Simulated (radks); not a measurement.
Task: The mean radii <r> (bohr) of the occupied orbitals of an atom or ion are listed with their occupations. Calculated with a radial shooting solver on a logarithmic mesh with Libxc functionals: scalar-relativistic Kohn-Sham, PBEsol, spin-polarised, spherical densities, finite nucleus; Fermi nuclear charge, rms radius of each element as measured or else 0.836 A^(1/3) + 0.57 fm.

| orbital | occ. | <r> |
|---|---|---|
| 1s up | 1 | 0.01835 |
| 1s down | 1 | 0.01835 |
| 2s up | 1 | 0.07760 |
| 2s down | 1 | 0.07760 |
| 2p up | 3 | 0.06945 |
| 2p down | 3 | 0.06945 |
| 3s up | 1 | 0.2012 |
| 3s down | 1 | 0.2012 |
| 3p up | 3 | 0.2014 |
| 3p down | 3 | 0.2014 |
| 3d up | 5 | 0.1824 |
| 3d down | 5 | 0.1824 |
| 4s up | 1 | 0.4497 |
| 4s down | 1 | 0.4497 |
| 4p up | 3 | 0.4782 |
| 4p down | 3 | 0.4781 |
| 4d up | 5 | 0.5116 |
| 4d down | 5 | 0.5111 |
| 5s up | 1 | 1.059 |
| 5s down | 1 | 1.051 |
| 5p up | 3 | 1.223 |
| 5p down | 2 | 1.213 |
| 4f up | 7 | 0.6060 |
| 4f down | 7 | 0.5997 |
| 5d up | 3 | 1.674 |
| 6s up | 1 | 2.487 |

Name the element and its charge. Open shells, if any, are filled with parallel spins first.

Result: Z = 74, tungsten, charge +3: W3+ in [Kr] 4d10 4f14 5s2 5p5 5d3 6s1. The 1s radius gives Z: for a bare nucleus <r> = (2 gamma + 1)/(2Z) with gamma = sqrt(1 - (Z/c)^2), 0.01813 bohr for Z = 74, and screening makes it slightly larger (0.01835 here). The occupations add up to 71, and the charge is Z minus that.
